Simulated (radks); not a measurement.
Values are calculated unless marked as measured or tabulated.
All-electron atom: Tb+ in [Xe] 4f8.5 6s1.5 (fractional occupations, a model configuration).

Code: a radial shooting solver on a logarithmic mesh with Libxc functionals. Model: non-relativistic Kohn-Sham, PBE, spin-polarised, spherical densities, point nucleus; open shells are filled with parallel spins first (spin-orbit coupling, left out, can overturn this in heavy ions); relativity is left out, which matters for an element this heavy.

Energy parts (eV):
| part | energy |
|---|---|
| total | -305569.96 |
| kinetic | 305480.37 |
| electron-nucleus | -725095.35 |
| Hartree | 120727.78 |
| exchange-correlation | -6682.76 |

Orbitals (lengths in bohr, moments of r in powers of bohr; r(90%) holds 90 % of the orbital's charge):
| orbital | occ. | eigenvalue (eV) | r(90%) | <r> |
|---|---|---|---|---|
| 1s up | 1 | -48633.65 | 0.0415 | 0.02333 |
| 1s down | 1 | -48633.65 | 0.0415 | 0.02333 |
| 2s up | 1 | -7774.680 | 0.152 | 0.09926 |
| 2s down | 1 | -7774.602 | 0.152 | 0.09925 |
| 2p up | 3 | -7403.338 | 0.136 | 0.08415 |
| 2p down | 3 | -7403.292 | 0.136 | 0.08415 |
| 3s up | 1 | -1724.107 | 0.374 | 0.2559 |
| 3s down | 1 | -1721.453 | 0.373 | 0.2556 |
| 3p up | 3 | -1558.031 | 0.366 | 0.2456 |
| 3p down | 3 | -1555.617 | 0.366 | 0.2454 |
| 3d up | 5 | -1248.529 | 0.338 | 0.2177 |
| 3d down | 5 | -1246.795 | 0.338 | 0.2175 |
| 4s up | 1 | -344.0504 | 0.827 | 0.5767 |
| 4s down | 1 | -339.1704 | 0.828 | 0.5769 |
| 4p up | 3 | -278.7185 | 0.857 | 0.5898 |
| 4p down | 3 | -273.8547 | 0.858 | 0.5902 |
| 4d up | 5 | -162.0362 | 0.935 | 0.6233 |
| 4d down | 5 | -157.2095 | 0.938 | 0.6244 |
| 5s up | 1 | -51.2305 | 2.02 | 1.401 |
| 5s down | 1 | -49.1873 | 2.05 | 1.421 |
| 5p up | 3 | -33.6059 | 2.31 | 1.575 |
| 5p down | 3 | -32.0018 | 2.35 | 1.602 |
| 4f up | 7 | -19.2283 | 1.38 | 0.8114 |
| 4f down | 1.5 | -14.8942 | 1.46 | 0.8452 |
| 6s up | 1 | -9.2527 | 5.49 | 3.812 |
| 6s down | 0.5 | -8.7113 | 5.59 | 3.870 |

The highest occupied level is 6s down at -8.711 eV. The electron density at the nucleus is 1.956e+05 e/bohr^3.
